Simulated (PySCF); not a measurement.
A run for PySCF: D3(BJ) and D4 dispersion corrections on CH5N (SMILES CN).

```python
from pyscf import gto
from pyscf.dispersion import dftd3, dftd4

mol = gto.M(
    atom='''
    C    -0.38378965   -0.55512101    4.42810936
    N     0.53366078    0.11412890    3.47663392
    H    -1.23014283    0.10311917    4.61247149
    H     0.10734470   -0.79405169    5.37215337
    H    -0.75344252   -1.46840119    3.96674293
    H     0.90000968    0.96987042    3.88515529
    H     1.33852584   -0.47800178    3.28960817
    ''',
    basis='def2-svp',
    charge=0, spin=0, verbose=0, max_memory=1800)
d3, d4 = {}, {}
for xc in ['hf', 'pbe', 'blyp', 'revpbe', 'tpss', 'r2scan', 'b3lyp', 'pbe0', 'bhlyp', 'camb3lyp', 'b2plyp']:
    d3[xc] = float(dftd3.DFTD3Dispersion(mol, xc=xc, version='d3bj', atm=False).get_dispersion()['energy'])
    print(f'D3(BJ) {xc:10s} {d3[xc]:14.8f} Eh')
for xc in ['hf', 'pbe', 'blyp', 'revpbe', 'tpss', 'r2scan', 'b3lyp', 'pbe0', 'bhlyp', 'camb3lyp', 'b2plyp']:
    d4[xc] = float(dftd4.DFTD4Dispersion(mol, xc={'camb3lyp': 'cam-b3lyp'}.get(xc, xc), atm=True).get_dispersion()['energy'])
    print(f'D4     {xc:10s} {d4[xc]:14.8f} Eh')
```

Program output:

```
D3(BJ) hf            -0.02632786 Eh
D3(BJ) pbe           -0.00266643 Eh
D3(BJ) blyp          -0.00542085 Eh
D3(BJ) revpbe        -0.00749554 Eh
D3(BJ) tpss          -0.00318795 Eh
D3(BJ) r2scan        -0.00065929 Eh
D3(BJ) b3lyp         -0.00435074 Eh
D3(BJ) pbe0          -0.00212215 Eh
D3(BJ) bhlyp         -0.00317500 Eh
D3(BJ) camb3lyp      -0.00169482 Eh
D3(BJ) b2plyp        -0.00183739 Eh
D4     hf            -0.00948559 Eh
D4     pbe           -0.00208368 Eh
D4     blyp          -0.00493585 Eh
D4     revpbe        -0.00888217 Eh
D4     tpss          -0.00283997 Eh
D4     r2scan        -0.00049611 Eh
D4     b3lyp         -0.00332734 Eh
D4     pbe0          -0.00168790 Eh
D4     bhlyp         -0.00208111 Eh
D4     camb3lyp      -0.00163608 Eh
D4     b2plyp        -0.00143202 Eh
```

The run finished.

Cost: about 0.04 core-seconds (a rough figure).
